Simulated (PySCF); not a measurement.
# Indium: a sound run and one with changed settings

Sound run: In [Kr] 4d10 5s2 5p1, In⁺ [Kr] 4d10 5s2. All numbers are calculated (PySCF 2.14, scalar relativity through the core potential, in def2-TZVP with the def2 core potential (28 electrons) (6s5p3d2f, 50 functions)). In the sound run the correlated levels freeze 4s2 4p6 4d10 outside the core potential. The sound run starts from symmetry-adapted Hartree-Fock orbitals and uses a fine grid where one is needed.

Changed run: all electrons correlated in a basis built for the valence shell.

| species | method | sound run (hartree) | changed run (hartree) | converged |
| --- | --- | --- | --- | --- |
| In | MP2 | -189.23995 | -189.51970 | yes |
| In⁺ | MP2 | -189.04165 | -189.31962 | yes |

Ionisation energy of In:

| method | sound run (eV) | changed run (eV) |
| --- | --- | --- |
| UHF | 5.219 | 5.219 |
| MP2 | 5.396 | 5.444 |
| SCS-MP2 | 5.379 | 5.391 |

A valence basis has no tight correlating functions, so it recovers only part of the core correlation, and not evenly between atom and ion.

For comparison, NIST gives 5.786 eV between the lowest levels.
